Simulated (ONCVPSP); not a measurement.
## Logarithmic derivatives: gallium, ONCV

- Element: Ga (Z = 31)
- Generator: ONCVPSP 4.0.1
- Type: optimised norm-conserving Vanderbilt (ONCV)
- Functional: PBE
- Relativity: scalar-relativistic
- Frozen core: [Ar] 3d10
- Valence charge: 3
- Reference configuration: 4s2 4p0.75 (charge +0.25)
- Partial waves: 4s: rc 1.90 bohr, ncon 4, nbas 8, qcut 3.1 1/bohr, 3 projectors, debl 2.5 Ha; 4p: rc 2.70 bohr, ncon 4, nbas 7, qcut 3.6 1/bohr, 2 projectors, debl 2.9 Ha; d scattering state at 0.05 Ha: rc 2.45 bohr, ncon 4, nbas 8, qcut 4.5 1/bohr, 1 projector
- Local potential: polynomial inside 1.20 bohr (lpopt 5, dvloc0 1 Ha)
- Core correction: none

The phase is arctan(r·R′/R) of the radial function R(r), unwrapped; energies in Ha, scanned from -2 to 5 Ha. A pole is an energy at which the radial function vanishes at the test radius. The pseudo phase is shifted by a multiple of π to meet the all-electron one at the reference energy, and phase errors are pseudo minus all-electron; the curves can meet again beyond the range given. Levels narrower than the energy grid can be missing from the lists of poles.

```csv
channel,radius (bohr),reference energy (Ha),"poles, all-electron","poles, pseudo",unbroken range about the reference energy with phases within 0.05 rad,phase error 1 Ha above the reference energy (rad)
s,1.92,-0.39,1.55,1.55,the whole range,-0.000
p,2.74,-0.15,"0.55, 3.86","0.55, 3.79",below 4.4,-0.003
d,2.49,0.05,"-0.75, 1.89","1.17, 4.23",-0.4 to 0.3,-0.191
```

Note: no bound ghost flagged; GHOST(+) flagged for p at 134.8 eV, s at 190.4 eV.

Phases in the s channel:

```csv
E (Ha),all-electron,pseudo
-1.98,1.061,1.060
-1.62,0.919,0.918
-1.26,0.652,0.651
-0.90,0.116,0.115
-0.54,-0.596,-0.596
-0.18,-1.040,-1.040
0.18,-1.263,-1.263
0.54,-1.389,-1.389
0.90,-1.470,-1.470
1.26,-1.531,-1.531
1.62,-1.580,-1.580
1.98,-1.624,-1.624
2.34,-1.668,-1.668
2.70,-1.716,-1.716
3.06,-1.776,-1.776
3.42,-1.859,-1.859
3.78,-1.993,-1.994
4.14,-2.260,-2.261
4.50,-2.883,-2.883
4.86,-3.733,-3.733
```
